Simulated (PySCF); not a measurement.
CH₇AlAsN.
Bonds: C1–N2 (double), N2–Al3, Al3–As4. Hydrogens: H5, H6 on C1; H7, H8 on Al3; H9, H10, H11 on As4.

Level of theory: PBE0-D3(BJ)/def2-SVP geometry optimisation, gas phase (PySCF).

(1) How far are the bound atoms from Al3?

(2) List the angles at Al3.

(3) Describe the arrangement about Al3 in numbers.

(4) What are the other bond lengths?

(5) Give some angles away from the centre.

(6) What are the rotational constants (commonest isotopes, rigid rotor)?

Answers

(1) 4 atoms: H7 1.591 Å, H8 1.591 Å, N2 1.784 Å, As4 2.717 Å. The nearest atom not counted as bound is C1, at 3.03 Å.

(2) 
```csv
angle,degrees,distance of the outer atoms (Å)
H7–Al3–H8,123.9,2.81
N2–Al3–H7,116.4,2.87
N2–Al3–H8,116.3,2.87
As4–Al3–H7,98.5,3.34
As4–Al3–H8,98.5,3.34
N2–Al3–As4,90.9,3.27
```

(3) Angles from 90.9° to 123.9°; τ4 = (360° − α − β)/141° = 0.85 with α and β the two widest (0 for a square, 1 for a tetrahedron).

(4) C1=N2 1.246 Å; C1–H5 1.116 Å; C1–H6 1.115 Å; As4–H9 1.513 Å; As4–H10, As4–H11 1.516 Å.

(5) C1–N2–Al3 178.4°.

(6) A = 5652, B = 1518, C = 1235 MHz: an asymmetric top.

Point group: near Cs, missed by 0.12 Å at most; the miss may be what the optimiser left on a soft mode. Charge 0, singlet. Stationary, but not proved a minimum.

The run took 94 s wall on one thread of an Arm Neoverse V2, shared host, and the process peaked at 0.48 GiB of memory. These figures are those of the optimisation.

One conformer stands for the species.
